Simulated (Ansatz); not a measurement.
Z-matrix (Å, degrees):
```
C
C 1 1.526
H 1 1.094 2 111.7
H 1 1.094 2 112.2 3 120.1
H 1 1.094 2 111.7 3 -119.7
Al 2 1.960 1 117.4 3 59.9
H 2 1.098 1 110.2 3 -62.9
H 2 1.098 1 110.2 3 -177.4
S 6 2.195 2 119.3 1 0.3
C 6 1.949 2 123.8 1 -179.6
H 9 1.344 6 94.1 2 -0.0
H 10 1.095 6 110.9 2 60.7
H 10 1.095 6 111.0 2 -57.6
H 10 1.092 6 112.5 2 -178.6
```

The species carries charge 0 and has multiplicity 1.

Q: List the ωB97M-V/def2-TZVPP orbital energies in eV (Ansatz 0.2.0). (Estimate.)

A: Ansatz gave: Occupied: -2426.24, -1531.75, -281.24, -280.88, -280.63, -220.24, -163.35, -163.25, -163.20, -116.38, -76.04, -75.89, -75.82, -23.73, -22.46, -21.67, -19.72, -14.82, -14.44, -13.91, -13.46, -13.43, -12.87, -12.12, -12.08, -10.34, -9.70, -9.66. Lowest empty: 1.15, 1.46, 2.49, 2.59, 3.31, 3.88, 4.32, 4.54.
